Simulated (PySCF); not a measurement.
## NiS2 at several levels of theory

All levels use the PBE0 minimum (quintet; Ni–S 2.075 Å (×2); S–Ni–S 140.9°), basis [Ni def2-SVP, S def2-SVP], no relativity, density fitting, no spin–orbit coupling, PySCF. For vertical energies the ionised species is a sextet (spins chosen at PBE0 and kept) and the electron-attached one a quartet. Atomisation goes to high-spin ground-configuration atoms, without zero-point energy. Open shells are unrestricted, also as the reference of the correlated levels. A dash marks a value that was not computed or is not defined at that level.

Z-matrix (Å, degrees; charge 0 multiplicity 5):
```
Ni
S  1 2.0747
S  1 2.0747 2 140.86
```

```csv
level,atomisation (kJ/mol),vertical IP (eV),vertical EA (eV),−ε(HOMO) (eV),dipole (D)
PBE0,?,?,?,?,?
HF,90,7.20,2.08,9.77,2.93
MP2,–,7.99,2.75,–,–
PBE,740,9.36,2.60,5.95,1.98
CCSD(T),–,?,–,–,–
```

Problem. Fill in the row of CCSD(T).

Solution. vertical IP (eV) 8.34.

Problem. Fill in the row of PBE0.

Solution. atomisation (kJ/mol) 524, vertical IP (eV) 8.64, vertical EA (eV) 2.99, −ε(HOMO) (eV) 7.00, dipole (D) 2.17.

For NiS₂ itself CCSD(T) correlates 30 electrons; T1 = 0.078, D1 = 0.422, (T) = -89 kJ/mol. T1 is large, so the single-reference value is itself in doubt.

Without diffuse functions attachment energies tend to come out too low.

With open d or f shells other occupations or spin states may lie lower.
